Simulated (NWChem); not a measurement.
System: CH5AsGa cation; SMILES [CH3][Ga+][AsH2]

Input file for NWChem:

```
start job
memory heap 200 mb stack 900 mb global 1100 mb
charge 1
geometry units angstroms noautoz
  Ga     0.000323    -0.942341    -0.002336
  C      0.002960    -2.896674     0.030855
  H      0.730135    -3.260778    -0.702226
  H     -1.000263    -3.253837    -0.224328
  H      0.278895    -3.230097     1.036765
  As     0.003582     1.479959     0.066321
  H     -1.157206     1.402007    -0.940335
  H      1.043876     1.402209    -1.064446
end
basis spherical
  * library def2-tzvp
end
dft
  xc b3lyp
  iterations 150
  mulliken
end
task dft energy
```

NWChem printed, in part:

```
             Northwest Computational Chemistry Package (NWChem) 7.3.0
             --------------------------------------------------------

 C1  symmetry detected

                             Geometry "geometry" -> ""
                             -------------------------

 Output coordinates in angstroms (scale by  1.889725989 to convert to a.u.)

  No.       Tag          Charge          X              Y              Z
 ---- ---------------- ---------- -------------- -------------- --------------
    1 Ga                  31.0000    -0.00003504    -0.87978239     0.00006569
    2 C                    6.0000     0.00032952    -2.83374214     0.05073345
    3 H                    1.0000     0.76561055    -3.20418984    -0.63910451
    4 H                    1.0000    -0.98788571    -3.19338662    -0.25459695
    5 H                    1.0000     0.22194082    -3.15814125     1.07289762
    6 As                  33.0000     0.00015406     1.54303321     0.04724873
    7 H                    1.0000    -1.10510528     1.45586809    -1.01936536
    8 H                    1.0000     1.09946453     1.45546070    -1.02547594

 Effective nuclear repulsion energy (a.u.)     374.3427861425

                                 NWChem DFT Module
                                 -----------------

 Summary of "ao basis" -> "ao basis" (spherical)
 ------------------------------------------------------------------------------
       Tag                 Description            Shells   Functions and Types
 ---------------- ------------------------------  ------  ---------------------
 Ga                        def2-tzvp                16       48   6s5p4d1f
 C                         def2-tzvp                11       31   5s3p2d1f
 H                         def2-tzvp                 4        6   3s1p
 As                        def2-tzvp                16       48   6s5p4d1f

            General Information
            -------------------
          SCF calculation type: DFT
          Wavefunction type:  closed shell.
          No. of atoms     :     8
          No. of electrons :    74
           Alpha electrons :    37
            Beta electrons :    37
          Charge           :     1
          Spin multiplicity:     1
          Use of symmetry is: off; symmetry adaption is: off
          Maximum number of iterations: 150
          AO basis - number of functions:   157
                     number of shells:    63
          Convergence on energy requested:  1.00D-06
          Convergence on density requested:  1.00D-05
          Convergence on gradient requested:  5.00D-04

              XC Information
              --------------
                         B3LYP Method XC Potential
                     Hartree-Fock (Exact) Exchange  0.200
                        Slater Exchange Functional  0.800 local
                    Becke 1988 Exchange Functional  0.720 non-local
              Lee-Yang-Parr Correlation Functional  0.810
                  VWN I RPA Correlation Functional  0.190 local

             Grid Information
             ----------------
          Grid used for XC integration:  medium
          Radial quadrature: Mura-Knowles
          Angular quadrature: Lebedev.
          Tag              B.-S. Rad. Rad. Pts. Rad. Cut. Ang. Pts.
          ---              ---------- --------- --------- ---------
          Ga                  1.30      112          10.0       590
          C                   0.70       49          12.0       434
          H                   0.35       45          13.0       434
          As                  1.15      112          12.0       590
          Grid pruning is: on
          Number of quadrature shells:   498
          Spatial weights used:  Erf1

      Superposition of Atomic Density Guess
      -------------------------------------

 Sum of atomic energies:       -4197.53236263

 Renormalizing density from      75.00 to     74

      Non-variational initial energy
      ------------------------------

 Total energy =   -4164.292918
 1-e energy   =   -6511.122279
 2-e energy   =    1972.486574
 HOMO         =      -0.594052
 LUMO         =      -0.319972

     ---------------------------------------------
      Total Density - Mulliken Population Analysis
     ---------------------------------------------

    Atom       Charge   Shell Charges
 -----------   ------   -------------------------------------------------------
    1 Ga  31    30.20   2.00  2.00  1.23  0.73  1.04  0.37  5.99  4.57  1.42  0.61  0.11  9.20  0.75  0.08  0.05  0.04
    2 C    6     6.66   0.86  1.12  0.59  0.67  0.14  1.31  1.48  0.49  0.01  0.00  0.00
    3 H    1     0.74   0.23  0.41  0.09  0.02
    4 H    1     0.74   0.23  0.41  0.09  0.02
    5 H    1     0.74   0.22  0.41  0.09  0.02
    6 As  33    33.45   2.00  2.00  1.23  0.72  1.18  0.70  6.00  5.86  0.35  2.07  1.23  9.19  0.78  0.07  0.07  0.01
    7 H    1     0.73   0.18  0.43  0.11  0.01
    8 H    1     0.73   0.18  0.43  0.11  0.01

   convergence    iter        energy       DeltaE   RMS-Dens  Diis-err
 ---------------- ----- ----------------- --------- --------- ---------
 d= 0,ls=0.0,diis     1  -4201.3431573396 -4.58D+03  1.28D-02  1.08D+01
 d= 0,ls=0.0,diis     2  -4201.0746392067  2.69D-01  8.44D-03  1.81D+01
 d= 0,ls=0.0,diis     3  -4201.7010550165 -6.26D-01  1.44D-03  1.66D-01
 d= 0,ls=0.0,diis     4  -4201.7061603899 -5.11D-03  5.76D-04  5.13D-02
 d= 0,ls=0.0,diis     5  -4201.7089683050 -2.81D-03  8.64D-05  3.72D-04
  Resetting Diis
 d= 0,ls=0.0,diis     6  -4201.7090133631 -4.51D-05  2.23D-05  3.23D-05
 d= 0,ls=0.0,diis     7  -4201.7090162055 -2.84D-06  1.80D-05  2.07D-06
 d= 0,ls=0.0,diis     8  -4201.7090156124  5.93D-07  1.05D-05  6.78D-06
 d= 0,ls=0.0,diis     9  -4201.7090165299 -9.17D-07  8.27D-07  1.43D-08

         Total DFT energy =    -4201.709016529852
      One electron energy =    -6583.674293827029
           Coulomb energy =     2172.857373696269
    Exchange-Corr. energy =     -165.234882541640
 Nuclear repulsion energy =      374.342786142547

 Numeric. integr. density =       73.999973623966

                       DFT Final Molecular Orbital Analysis
                       ------------------------------------

 Vector   35  Occ=2.000000D+00  E=-5.587384D-01
              MO Center= -2.5D-03,  1.4D+00, -5.7D-01, r^2= 2.1D+00
   Bfn.  Coefficient  Atom+Function         Bfn.  Coefficient  Atom+Function
  ----- ------------  ---------------      ----- ------------  ---------------
   113      0.367726  6 As px               107     -0.225943  6 As px
   147     -0.219621  7 H  s                153      0.219693  8 H  s
   116      0.203418  6 As px               146     -0.135953  7 H  s
   152      0.135966  8 H  s                148     -0.091692  7 H  s
   154      0.091909  8 H  s                104      0.070604  6 As px

 Vector   36  Occ=2.000000D+00  E=-5.040159D-01
              MO Center=  2.7D-04,  5.9D-01, -3.0D-02, r^2= 4.1D+00
   Bfn.  Coefficient  Atom+Function         Bfn.  Coefficient  Atom+Function
  ----- ------------  ---------------      ----- ------------  ---------------
   115      0.345369  6 As pz               118      0.233172  6 As pz
    17      0.222380  1 Ga py               109     -0.210643  6 As pz
   102      0.208782  6 As s                103      0.194331  6 As s
   147     -0.152872  7 H  s                153     -0.152913  8 H  s
    55     -0.149727  2 C  py               114     -0.106831  6 As py

 Vector   37  Occ=2.000000D+00  E=-4.696685D-01
              MO Center=  2.4D-04,  3.6D-01,  4.7D-02, r^2= 5.1D+00
   Bfn.  Coefficient  Atom+Function         Bfn.  Coefficient  Atom+Function
  ----- ------------  ---------------      ----- ------------  ---------------
    17      0.301065  1 Ga py               103     -0.295949  6 As s
   114     -0.294402  6 As py               102     -0.256053  6 As s
   117     -0.207195  6 As py                55     -0.196747  2 C  py
   108      0.186938  6 As py               115     -0.176148  6 As pz
     6      0.175126  1 Ga s                118     -0.147749  6 As pz

 Vector   38  Occ=0.000000D+00  E=-2.623363D-01
              MO Center=  3.1D-03, -7.1D-01,  9.8D-03, r^2= 3.6D+00
   Bfn.  Coefficient  Atom+Function         Bfn.  Coefficient  Atom+Function
  ----- ------------  ---------------      ----- ------------  ---------------
    19      0.575280  1 Ga px                16      0.540614  1 Ga px
    10     -0.201873  1 Ga px                88      0.155720  4 H  s
   148      0.155939  7 H  s                154     -0.156176  8 H  s
    82     -0.124205  3 H  s                147      0.091264  7 H  s
   153     -0.091578  8 H  s                  7      0.076547  1 Ga px

 Vector   39  Occ=0.000000D+00  E=-2.584115D-01
              MO Center= -4.7D-03, -5.4D-01, -3.0D-01, r^2= 4.1D+00
   Bfn.  Coefficient  Atom+Function         Bfn.  Coefficient  Atom+Function
  ----- ------------  ---------------      ----- ------------  ---------------
    21     -0.522224  1 Ga pz                 6      0.496867  1 Ga s
    18     -0.493544  1 Ga pz               117      0.301068  6 As py
    53     -0.269831  2 C  s                 94      0.204429  5 H  s
   114      0.192645  6 As py                12      0.183272  1 Ga pz
     5      0.154724  1 Ga s                 61     -0.116789  2 C  py

 Vector   40  Occ=0.000000D+00  E=-2.419262D-01
              MO Center=  7.3D-04, -3.0D-01,  3.3D-01, r^2= 5.3D+00
   Bfn.  Coefficient  Atom+Function         Bfn.  Coefficient  Atom+Function
  ----- ------------  ---------------      ----- ------------  ---------------
     6      1.003587  1 Ga s                 53     -0.661958  2 C  s
   117      0.510217  6 As py               103     -0.368441  6 As s
   114      0.338741  6 As py                 5      0.318792  1 Ga s
    21      0.285192  1 Ga pz                61     -0.280914  2 C  py
    18      0.237170  1 Ga pz                55     -0.188809  2 C  py

[...]
```

Level: B3LYP/def2-TZVP. Structure relaxed at the B3LYP/6-31G* (spherical d) level. B3LYP is NWChem's, with the RPA form of VWN correlation.
